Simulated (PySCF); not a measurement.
# How methods differ on the ionisation energy of Pb

Pb [Xe] 4f14 5d10 6s2 6p2 (3P) → Pb⁺ [Xe] 4f14 5d10 6s2 6p1 (2P), as a difference of total energies. Computed with PySCF 2.14 in x2c-QZVPPall, with the spin-free X2C one-electron Hamiltonian (Gaussian nucleus). The calculations carry no spin-orbit coupling.

```json
{"method": "UHF", "ionisation energy (eV)": "6.576"}
{"method": "M06-L", "ionisation energy (eV)": "6.656"}
{"method": "revPBE", "ionisation energy (eV)": "6.923"}
```

Spin-orbit coupling is strong in these open shells (close to jj coupling). The scalar numbers leave it out and a first-order estimate fails, so it can dominate the gap to the real levels.

For comparison: 7.417 eV (measured; NIST Atomic Spectra Database, ionization energies).
